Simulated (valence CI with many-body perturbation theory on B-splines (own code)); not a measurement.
**From CI to CI+MBPT in Nd³⁶⁺**

Calculated by configuration interaction combined with many-body perturbation theory (CI+MBPT): six valence electrons over a frozen Dirac-Fock core [Ar], a basis of 7 s, 7 p, 8 d, 6 f, 4 g, 1 h functions for each j, with the one-electron correlation potential Σ1, the two-electron term Σ2, the three-electron term Σ3, Breit, model QED; selected CI, second order for the rest, scaled by the run's own slope (own B-spline code, finite nucleus).

No measured spectrum was set against this ion. As an estimate, large intervals hold to a few tenths of a per cent, small ones and those within an open d or f shell to about a per cent. Core correlation moves these levels by up to 7300 cm⁻¹, and in measured spectra 5 to 20 % of such shifts remained as error; rates that hang on mixing are uncertain with them. Among the levels kept, up to 1000 cm⁻¹ of a level comes from second order outside the variational space, and about a tenth of that is noise between levels of different J, which matters for small intervals. Only levels of the ground parity were solved; by the run's estimate the other parity begins above the list, which can be wrong where configurations are misplaced.

Each rung adds one term. CI alone is the Dirac-Coulomb CI over the frozen core; QED comes last and gives the full result, which names the levels. Energies are above (3d3/2^4 3d5/2^2) J=4 on the same rung, in cm⁻¹.

Levels are named by their leading jj configuration (3d3/2^4 stands for four electrons in 3d with j = 3/2), which in mixed levels can hold well under half, so a name can repeat and another be missing. Letters in brackets count levels of one name in rising energy.

| Level | CI alone | + Σ1 | + Σ2 | + Σ3 | + Breit | Full |
| --- | --- | --- | --- | --- | --- | --- |
| (3d3/2^4 3d5/2^2) J=2 | 45214 | 45249 | 42175 | 41001 | 43869 | 43866 |
| (3d3/2^4 3d5/2^2) J=0 | 123305 | 123655 | 120885 | 120748 | 124397 | 124536 |
| (3d3/2^3 3d5/2^3) J=3 [a] | 155308 | 156450 | 158943 | 160166 | 156624 | 157191 |
| (3d3/2^3 3d5/2^3) J=4 [a] | 182150 | 183155 | 185625 | 185914 | 181827 | 182307 |
| (3d3/2^3 3d5/2^3) J=1 [a] | 182153 | 183329 | 184695 | 185186 | 183793 | 184366 |
| (3d3/2^3 3d5/2^3) J=5 | 232336 | 233444 | 235947 | 235654 | 227369 | 227886 |
| (3d3/2^3 3d5/2^3) J=6 | 235002 | 236125 | 240681 | 239220 | 227734 | 228259 |
| (3d3/2^3 3d5/2^3) J=2 [a] | 267962 | 269129 | 267095 | 265711 | 262463 | 262994 |
| (3d3/2^3 3d5/2^3) J=3 [b] | 273153 | 274359 | 273415 | 273596 | 268626 | 269178 |
| (3d3/2^3 3d5/2^3) J=2 [b] | 330309 | 331989 | 331467 | 332487 | 327871 | 328657 |
| (3d3/2^3 3d5/2^3) J=4 [b] | 346159 | 347555 | 347354 | 346736 | 340204 | 340828 |
| (3d3/2^3 3d5/2^3) J=0 | 348158 | 349268 | 341380 | 342310 | 340877 | 341339 |
| (3d3/2^3 3d5/2^3) J=1 [b] | 347450 | 348803 | 344079 | 345784 | 344676 | 345279 |
| (3d3/2^2 3d5/2^4) J=2 [a] | 371124 | 373055 | 373736 | 373530 | 367818 | 368742 |
| (3d3/2^3 3d5/2^3) J=3 [c] | 376322 | 377583 | 372570 | 373021 | 369943 | 370481 |
| (3d3/2^2 3d5/2^4) J=0 [a] | 383277 | 385410 | 386929 | 389017 | 384018 | 385055 |
| (3d3/2^2 3d5/2^4) J=4 [a] | 405782 | 408019 | 412224 | 411584 | 401154 | 402226 |
| (3d3/2^2 3d5/2^4) J=5 | 431083 | 433390 | 438416 | 437920 | 424011 | 425110 |
| (3d3/2^2 3d5/2^4) J=3 [a] | 432302 | 434470 | 434700 | 435590 | 427451 | 428480 |
| (3d3/2^2 3d5/2^4) J=6 | 458239 | 460555 | 467280 | 465581 | 448228 | 449320 |
| (3d3/2^2 3d5/2^4) J=3 [b] | 464263 | 466627 | 468121 | 468623 | 458665 | 459778 |
| (3d3/2^2 3d5/2^4) J=1 | 498764 | 500978 | 497045 | 498014 | 491553 | 492577 |
| (3d3/2^2 3d5/2^4) J=4 [b] | 511047 | 513330 | 512716 | 513436 | 501182 | 502234 |
| (3d3/2^2 3d5/2^4) J=2 [b] | 514272 | 516584 | 513744 | 512453 | 503367 | 504434 |
| (3d3/2^2 3d5/2^4) J=2 [c] | 575664 | 578058 | 575568 | 575540 | 568386 | 569472 |
| (3d3/2^2 3d5/2^4) J=4 [c] | 595107 | 597662 | 596849 | 597058 | 586380 | 587552 |
| (3d3/2 3d5/2^5) J=1 | 599479 | 602848 | 606962 | 605809 | 595454 | 597075 |
| (3d3/2 3d5/2^5) J=4 | 693585 | 696907 | 699715 | 698362 | 682914 | 684471 |
| (3d3/2^2 3d5/2^4) J=2 [d] | 721563 | 724320 | 715541 | 717607 | 710131 | 711376 |
| (3d3/2 3d5/2^5) J=2 | 725862 | 729006 | 727073 | 726297 | 714265 | 715695 |
| (3d3/2 3d5/2^5) J=3 | 732258 | 735760 | 736322 | 736463 | 722758 | 724398 |

Task: How does the ionisation energy move along the ladder, and which term matters most?

Result: CI alone 2510.7, + Σ1 2512.9, + Σ2 2525.2, + Σ3 2525.5, + Breit 2524.7, + QED 2524.8 eV. The largest step is Σ2, 12.3 eV. NIST lists 2525 ± 5 eV (theoretical).
